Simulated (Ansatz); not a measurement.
Reaction (cleavage of the Ge–Si bond): `N[SiH2][GeH2][Cl]` + CH₃SH → `C[S][GeH2][Cl]` + `N[SiH3]`

Computed with Ansatz on PBE0-D4/def2-TZVP structures; ΔE is electronic, products minus reactants. CBS: MP2 limit from def2 TZ/QZ plus the TZ coupled-cluster correction, frozen cores. This one scheme is used for every species. Functionals use def2-TZVPP. HSE06 is defined as in plane-wave codes. For Ge outer-core shells are correlated without core-valence functions, which leaves a few kJ/mol of doubt a bond. Scalar relativity is left out up to krypton. Each species was taken in one conformer, which may not be the lowest.

**Question.** Is it downhill or uphill in electronic energy at CCSD(T)/CBS, and by how much? (Best estimate.)

**Answer.** The calculation gave: Downhill: ΔE = -35.8 kJ/mol.

**Question.** What do these levels give: r2SCAN-D4, B97M-V, r2SCANh-D4, CAM-B3LYP-D4, HSE06, HF/CBS(def2)? (Estimate.)

**Answer.** Ansatz gave: r2SCAN-D4 -33.6, B97M-V -35.7, r2SCANh-D4 -34.0, CAM-B3LYP-D4 -33.7, HSE06 -29.8, HF/CBS(def2) -42.0 kJ/mol.

Largest T1 diagnostic among the species: 0.011.

Leaving LDA and LC-ωPBE aside and taking each functional with its dispersion term where it has one, the values, not all of them listed here, spread over 9.9 kJ/mol, from PBE-QIDH to PBE-D4. At CCSD(T), def2-SVP lies −5.5 kJ/mol from the extrapolated value and def2-TZVPP −1.1 kJ/mol. From PBE to PBE0 (25 % exact exchange), in def2-TZVPP and without D4, ΔE moves by −3.0 kJ/mol.
